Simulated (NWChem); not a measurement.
A series in which one site is exchanged, each optimised at PBE0/def2-SVP with NWChem, gas phase unless a solvent is named. Some are not confirmed as minima by frequencies. def2 effective core potentials on Zr; no spin-orbit coupling.

A: C(F)(C)(F)F (C₂H₃F₃; site = C)
B: [CH3][Zr]([F])([F])[F] (CH₃F₃Zr; site = Zr)
C: [F][Ge]([F])([F])[CH3] (CH₃F₃Ge; site = Ge)
D: [CH3][Ti]([F])([F])[F] (CH3F3Ti; site = Ti)

### Question
Rank them by lowest singlet excitation, PBE/def2-SVPD, TDA (eV), lowest first.

### Answer
D (3.91), B (4.98), C (8.05), A (9.34)
